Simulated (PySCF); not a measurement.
Bi(Cl)2(OH), SMILES [OH][Bi]([Cl])[Cl] at its PBE0/def2-SVP optimised geometry (Å):

```
5

Bi    -1.0855    -1.2535     0.0000
Cl    -1.4067    -1.6645    -2.4133
Cl     1.3833    -1.2535     0.0000
O     -1.3833     0.7925     0.0000
H     -0.8665     1.2535    -0.6754
```

Calculation: PBE0/def2-TZVP, def2 effective core potentials past Kr in PySCF 2.14.0. The core electrons that the potentials of Bi replace are not part of the density.

Map of the electron localisation function on the plane z = 1.2 Å:

```
|00000000000000000000000000000|
|00000000000000000000000000000|
|00000000000000000000000000000|
|00000000000000000000000000000|
|00000000000000000000000000000|
|00000000110000000000000000000|
|00000012222110000000000000000|
|00000123444321000000000000000|
|00001245665432000000000000000|
|00001346777642100000000000000|
|00001346777652000000000000000|
|00001235676642000000000000000|
|00000123455421000001111000000|
|00000001222210000023332100000|
|00000000001100000245554210000|
|00000000111110001467765421000|
|00000122333221013578887531000|
|00123455555432114689988642100|
|00246777666542124789998752100|
|01478887766653124789998753100|
|02589998776653114789998752100|
|02689999877653113689988642100|
|01589999988752112578887532000|
|00479999998742002467776421000|
|00258999998631001245554310000|
|00036899987520000123332100000|
|00002577775310000011111000000|
|00000134443100000000000000000|
|00000001110000000000000000000|
```
Scale: ten equal steps from 0.000 (start of '0') to 0.841 (end of '9'), in the order '0123456789'; x runs from -3.50 to 3.50, y from -3.50 (bottom) to 3.50 (top).
